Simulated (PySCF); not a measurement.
Order these species by their calculated properties.

Each SMILES stands for a single optimised conformer of the isolated species, non-relativistic unless stated; the electronic structure was computed with PySCF and density fitting.

The conformers computed, where there is a choice (atom-mapped SMILES and torsion angles):
- `[CH3:1][B:2]([CH3:3])[SiH2:4][NH:5][GeH3:6]`: C1–B2–Si4–N5 144°, B2–Si4–N5–Ge6 -37°
- `[CH3:1][CH2:2][CH2:3][AsH:4][SiH3:5]`: C1–C2–C3–As4 58°, C2–C3–As4–Si5 66°
- `[CH3:1][CH:2]([CH3:3])[AsH:4][SiH3:5]`: C1–C2–As4–Si5 -81°
- `[cH:1]1[cH:2][cH:3][c:4]([CH:5]2[CH2:6][SiH2:7][CH2:8]2)[n:9][cH:10]1`: C3–C4–C5–C6 -58°
- `[O:1]=[C:2]([CH2:3][C:4]([F:5])([F:6])[F:7])[O:8][SiH3:9]`: O1–C2–C3–C4 -145°, C2–C3–C4–F5 51°, O1–C2–O8–Si9 1°
- `[CH3:1][B:2]([CH3:3])[N:4]([SiH3:5])[GeH3:6]`: C1–B2–N4–Si5 178°

The conformers of `C[N+]1(C)[AlH2-][CH2]C[C@H]1B(O)O` aren't listed.

Question: Rank by smallest rotational constant, highest first (PBE0-D3(BJ)/def2-SVP).
A. `O=C(CC(F)(F)F)O[SiH3]`
B. `CCC[AsH][SiH3]`
C. `CB(C)[SiH2][NH][GeH3]`
D. `CC(C)[AsH][SiH3]`
E. `c1ccc(C2C[SiH2]C2)nc1`

Answer: D (1.421 GHz), B (1.262 GHz), C (0.769 GHz), A (0.691 GHz), E (0.618 GHz).

By how much do the two ends of that ranking differ?

By 0.803 GHz, between `CC(C)[AsH][SiH3]` and `c1ccc(C2C[SiH2]C2)nc1`.

Question: Rank by electronic spatial extent ⟨r²⟩ about the centre of nuclear charge, highest first (CAM-B3LYP/def2-SVPD at PBE0-D3(BJ)/def2-SVP geometries).
A. `CB(C)[N]([SiH3])[GeH3]`
B. `CC(C)[AsH][SiH3]`
C. `O=C(CC(F)(F)F)O[SiH3]`
D. `CCC[AsH][SiH3]`

Answer: C (1587 bohr²), A (1359 bohr²), D (1053 bohr²), B (989 bohr²).

Question: Rank by vertical ionisation energy, lowest first (ΔSCF CAM-B3LYP/def2-SVPD at PBE0-D3(BJ)/def2-SVP geometries).
A. `[AlH2-]1[CH2]C[C@@H](B(O)O)[N+]1(C)C`
B. `CB(C)[N]([SiH3])[GeH3]`
C. `O=C(CC(F)(F)F)O[SiH3]`
D. `CCC[AsH][SiH3]`

Answer: A (8.80 eV), D (8.92 eV), B (9.68 eV), C (11.20 eV).

Question: Rank by static isotropic polarisability, lowest first (CAM-B3LYP/def2-SVPD at PBE0-D3(BJ)/def2-SVP geometries).
A. `CB(C)[N]([SiH3])[GeH3]`
B. `C[N+]1(C)[AlH2-][CH2]C[C@H]1B(O)O`
C. `O([SiH3])C(CC(F)(F)F)=O`
D. `CCC[AsH][SiH3]`

Answer: C (70.4 au), D (100.1 au), A (102.8 au), B (114.7 au).

Question: Rank by lowest triplet excitation (Tamm–Dancoff), highest first (TDA CAM-B3LYP/def2-SVPD at PBE0-D3(BJ)/def2-SVP geometries).
A. `CB(C)[N]([SiH3])[GeH3]`
B. `[SiH3][AsH]CCC`
C. `C[N+]1(C)[AlH2-][CH2]C[C@H]1B(O)O`
D. `O=C(CC(F)(F)F)O[SiH3]`

Answer: A (6.25 eV), C (6.01 eV), D (5.35 eV), B (5.14 eV).

Question: Rank by HOMO–LUMO gap, lowest first (CAM-B3LYP/def2-SVPD at PBE0-D3(BJ)/def2-SVP geometries).
A. `CB(C)[N]([SiH3])[GeH3]`
B. `C[N+]1(C)[AlH2-][CH2]C[C@H]1B(O)O`
C. `CCC[AsH][SiH3]`
D. `O=C(CC(F)(F)F)O[SiH3]`

Answer: B (8.44 eV), C (9.08 eV), A (9.88 eV), D (10.80 eV).

Give the two extremes of that set in kcal/mol.

`C[N+]1(C)[AlH2-][CH2]C[C@H]1B(O)O`: 195 kcal/mol; `O=C(CC(F)(F)F)O[SiH3]`: 249 kcal/mol.
